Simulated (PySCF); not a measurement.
Work out the structure from these simulated measurements.

Formula: C5H9OPS.

| Property | Result |
| --- | --- |
| 1H NMR | chemical shifts (computed TMS as zero) by class: 5.71 (1 H), 5.48 (1 H), 5.35 (1 H), 4.38 (1 H), 3.85 (1 H), 2.68 (1 H), 2.15 (1 H), 1.88 (1 H), 1.40 (1 H) ppm [GIAO PBE0/pcSseg-1] |
| UV, strongest line | among the 8 lowest singlet transitions: S7 at 6.67 eV (186 nm, f = 0.240) [TDDFT wB97X-D/def2-SVPD] |
| 13C NMR | chemical shifts (computed TMS as zero) by class: 141.8 (1 C), 124.9 (1 C), 68.9 (1 C), 39.7 (1 C), 25.8 (1 C) ppm [GIAO PBE0/pcSseg-1] |
| NMR, other nuclei | isotropic shieldings of nuclei other than C and H, by class: 324 (1 O), 396 (1 P), 853 (1 S) ppm [GIAO PBE0/pcSseg-1] |
| Rotational structure | rotational constants A, B, C: 2.042, 0.947, 0.771 GHz [GFN2-xTB] |
| Triplet | lowest triplet excitation (Tamm–Dancoff): 3.98 eV [TDA wB97X-D/def2-SVPD] |
| UV, first state | lowest singlet excitation: 4.97 eV (249 nm, f = 0.102) [TDDFT wB97X-D/def2-SVPD] |

Gas-phase values; electronic properties from PySCF, density fitting. Levels stand in brackets. Geometry: GFN2-xTB, one conformer, isolated molecule. NMR classes are plain means over equivalent atoms (diastereotopic ones count apart unless rotation or inversion swaps them), as if these changed places fast.

Question: What is the compound? Reason from the data.

Answer: Numbering: `[CH2:1]=[CH:2][C@@H:3]1[CH2:4][P@:5]1(=[S:6])[CH2:7][OH:8]`. 5 carbons fall into 5 classes; from least to most shielded: alkene CH carbon [C2] (141.8 ppm), terminal =CH2 carbon [C1] (124.9 ppm), carbinol carbon (C–OH) [C7] (68.9 ppm), ring sp3 carbon bound to phosphorus [C3] (39.7 ppm), ring sp3 carbon bound to phosphorus [C4] (25.8 ppm). Hydrogen classes from least to most shielded: 1 H on a terminal =CH2 carbon, C1 (5.71 ppm), 1 H on a terminal =CH2 carbon, C1 (5.48 ppm), 1 H on an alkene CH carbon, C2 (5.35 ppm), 1 H on a carbinol carbon (C–OH), C7 (4.38 ppm), 1 H on a carbinol carbon (C–OH), C7 (3.85 ppm), 1 H on an sp3 carbon bound to phosphorus, C3 (2.68 ppm), 1 H on an alcohol oxygen, O8 (2.15 ppm), 1 H on an sp3 carbon bound to phosphorus, C4 (1.88 ppm), 1 H on an sp3 carbon bound to phosphorus, C4 (1.40 ppm). The other shieldings belong to: 324 ppm, alcohol oxygen [O8]; 396 ppm, phosphorus bonded to 3 C and S [P5]; 853 ppm, sulfur bonded to P [S6]. The optimised geometry has point group C1 and is an asymmetric top. Structure: `C=C[C@@H]1C[P@]1(=S)CO`. Computed isomers that give other values at the same levels: `CC[P@@]1(=S)C=C1OC` (13C chemical shifts (computed TMS as zero) by class: 180.9 (1 C), 114.4 (1 C), 63.5 (1 C), 43.8 (1 C), 11.9 (1 C) ppm); `O=C1CC[PH](=S)CC1` (13C chemical shifts (computed TMS as zero) by class: 212.9 (1 C), 37.4 (2 C), 37.4 (2 C) ppm). The assignments are read from this structure; whether some other isomer fits the data as well wasn't checked. The mirror image fits equally.

Conformer computed: `[CH2:1]=[CH:2][C@@H:3]1[CH2:4][P@:5]1(=[S:6])[CH2:7][OH:8]`: C1–C2–C3–C4 -154°, C4–P5–C7–O8 101°, H–O8–C7–P5 54°.
